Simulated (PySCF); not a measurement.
# Hartree-Fock beside MP2: BFHNSi

These are calculations, not measurements. They come from PySCF 2.14.0, an open-source quantum chemistry program, on an isolated molecule that a program drew, which may never have been made. The molecule is BFHNSi (charge 0, singlet), drawn as the SMILES string `N=B[Si]F`.

The geometry was optimised and harmonic frequencies were computed with HF and MP2, all in the cc-pV(D+d)Z basis, for the commonest isotopes, with a restricted reference for singlets and an unrestricted one otherwise, and a frozen core in MP2. Each result is a local minimum of its method.

Geometry at the HF minimum:
```xyz
5
BFHNSi, angstrom
N    -0.4658   -0.2259    3.0069
B     0.2852   -0.4717    2.0640
Si    1.6244   -0.7439    0.5093
F     1.0477   -2.1737   -0.0164
H    -1.0825   -0.0546    3.7572
```

Lengths of the bonds as drawn, in Å (atoms numbered as above):
```
  bond     HF    MP2
 N1-B2  1.230  1.263
B2-Si3  2.070  2.058
Si3-F4  1.629  1.650
 N1-H5  0.986  1.003
```

Rotational constants, in GHz:
| constant | HF | MP2 |
|---|---|---|
| A | 19.49 | 19.39 |
| B | 3.063 | 3.001 |
| C | 2.647 | 2.599 |

Harmonic frequencies in cm^-1, each column in rising order, so a row needn't be the same motion in every method:
```
rank,HF,MP2
1,146,120
2,234,190
3,389,352
4,525,481
5,540,510
6,603,531
7,858,?
8,2058,1852
9,4075,3846
```

**Estimate the missing MP2 frequency from the HF column.**

A single factor s that minimises the squared misfit of MP2 against s times HF over the other rows is sum(HF x MP2) / sum(HF^2) = 0.9333, with an rms misfit of 33 cm^-1. For rank 7 it gives 0.9333 x 858 = 801 cm^-1. The calculation gives 829 cm^-1, 28 cm^-1 above the estimate. The drawn bonds are on average 1.3 % longer in MP2 than in HF.
